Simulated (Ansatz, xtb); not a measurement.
# CH4BrSi: which of two isomers lies lower

Structure X: `[CH2][SiH2]Br`, a doublet. Structure Y: `C[SiH]Br`, a doublet. Both are isolated molecules in the gas phase, relaxed with r2SCAN-D4/def2-SVP, each in the lowest conformer that the search found.

Energies in hartree; the thermal terms are from r2SCAN-D4/def2-SVP harmonic frequencies (ideal gas, rigid rotor, one conformer each, 1000 K, 1 atm) and include the zero-point energy:

```
                               X            Y
E, CCSD(T)/def2-SVP  −2901.608358  −2901.629067
    E, MP2/def2-SVP  −2901.561052  −2901.585055
  E, MP2/def2-TZVPP  −2902.125090  −2902.147902
  zero-point energy      0.041100      0.045266
      H(1000 K) − E      0.076565      0.079017
      G(1000 K) − E     −0.093204     −0.086263
```

Correct the CCSD(T) difference for the basis set by the MP2 change, then work out ΔE, ΔE₀, ΔH and ΔG for X → Y in kcal/mol (1 Eh = 627.51 kcal/mol) and the equilibrium ratio [Y]/[X].

1. Differences Y − X: CCSD(T) −0.020709, MP2 in the small set −0.024003, MP2 in the large set −0.022812 Eh.
2. ΔE = −0.020709 + (−0.022812 − (−0.024003)) = −0.019518 Eh = −12.25 kcal/mol.
3. ΔE₀ = ΔE + ΔZPE = −0.019518 + (+0.004166) Eh = −9.63 kcal/mol.
4. ΔH = ΔE + (+0.002452) Eh = −10.71 kcal/mol.
5. ΔG = ΔE + (+0.006941) Eh = −7.89 kcal/mol, so ΔS = (ΔH − ΔG)/T = −11.8 J/(mol K).
6. kT = 3.1668 mEh, so K = [Y]/[X] = exp(−ΔG/kT) = exp(+3.97) ≈ 53.

Structure Y is favoured at this temperature. An error of 1 kcal/mol in ΔG would change K by a factor of 1.7. Mirror images and further conformers aren't counted.

As drawn, Y has 1 C–H in place of 1 Si–H.

Other levels gave ΔE = −14.0 (GFN2-xTB); −7.8 (HF/STO-3G, GFN2-xTB geometries); −13.9 (r2SCAN-D4/def2-SVP//GFN2-xTB); −13.3 (r2SCAN-D4/def2-SVP); −5.7 (HF/def2-SVP); −15.1 (MP2/def2-SVP); −13.0 (CCSD(T)/def2-SVP) kcal/mol. Open shells are spin-unrestricted. The correlated steps freeze 15 core orbitals; the filled d shell of Br is correlated, in a basis made for valence electrons. Programs: Ansatz 0.2.0, xtb 6.7.1.
